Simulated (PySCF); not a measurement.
BeBrI, SMILES [Br][Be][I].

Geometry optimised at B3LYP-D3(BJ)/def2-TZVP. The def2 effective core potentials stand for the cores of I; spin–orbit coupling is left out.

These are TDDFT-ωB97X/def2-SVPD (PySCF) values and carry that method's errors.

Vertical excitations; the highest root listed may be one member of a degenerate set.  State labels are in the subgroup C2v.

```json
[
 {"state": "S1", "symmetry": "A2", "energy (eV)": "6.27", "λ (nm)": "198", "f": "0.000", "main pairs": "HOMO−1→LUMO+1 48 %, HOMO→LUMO 48 %"},
 {"state": "S2", "symmetry": "A1", "energy (eV)": "6.32", "λ (nm)": "196", "f": "0.000", "main pairs": "HOMO−1→LUMO, HOMO→LUMO+1 (degenerate set)"},
 {"state": "S3", "symmetry": "A2", "energy (eV)": "6.32", "λ (nm)": "196", "f": "0.000", "main pairs": "HOMO→LUMO, HOMO−1→LUMO+1 (degenerate set)"},
 {"state": "S4", "symmetry": "B1", "energy (eV)": "6.60", "λ (nm)": "188", "f": "0.041", "main pairs": "HOMO−1→LUMO+2 (degenerate set)"},
 {"state": "S5", "symmetry": "B2", "energy (eV)": "6.60", "λ (nm)": "188", "f": "0.041", "main pairs": "HOMO→LUMO+2 (degenerate set)"},
 {"state": "S6", "symmetry": "A1", "energy (eV)": "7.12", "λ (nm)": "174", "f": "0.385", "main pairs": "HOMO→LUMO+1 42 %, HOMO−1→LUMO 42 %, HOMO−4→LUMO+2 8 %"},
 {"state": "S7", "symmetry": "A2", "energy (eV)": "7.27", "λ (nm)": "170", "f": "0.000", "main pairs": "HOMO−3→LUMO+1 47 %, HOMO−2→LUMO 47 %"},
 {"state": "S8", "symmetry": "A1", "energy (eV)": "7.33", "λ (nm)": "169", "f": "0.000", "main pairs": "HOMO−3→LUMO, HOMO−2→LUMO+1 (degenerate set)"},
 {"state": "S9", "symmetry": "A2", "energy (eV)": "7.33", "λ (nm)": "169", "f": "0.000", "main pairs": "HOMO−2→LUMO, HOMO−3→LUMO+1 (degenerate set)"},
 {"state": "S10", "symmetry": "B1", "energy (eV)": "7.77", "λ (nm)": "160", "f": "0.115", "main pairs": "HOMO−3→LUMO+2 82 %"},
 {"state": "T1", "symmetry": "A1", "energy (eV)": "5.96", "λ (nm)": "208", "f": "0", "main pairs": "HOMO→LUMO+1 47 %, HOMO−1→LUMO 47 %"},
 {"state": "T2", "symmetry": "A1", "energy (eV)": "6.13", "λ (nm)": "202", "f": "0", "main pairs": "HOMO−1→LUMO, HOMO→LUMO+1 (degenerate set)"},
 {"state": "T3", "symmetry": "A2", "energy (eV)": "6.13", "λ (nm)": "202", "f": "0", "main pairs": "HOMO→LUMO, HOMO−1→LUMO+1 (degenerate set)"},
 {"state": "T4", "symmetry": "A2", "energy (eV)": "6.28", "λ (nm)": "197", "f": "0", "main pairs": "HOMO−1→LUMO+1 48 %, HOMO→LUMO 48 %"}
]
```
Triplets are in the Tamm–Dancoff approximation, which puts them higher than full response would, so one can lie above its singlet here.
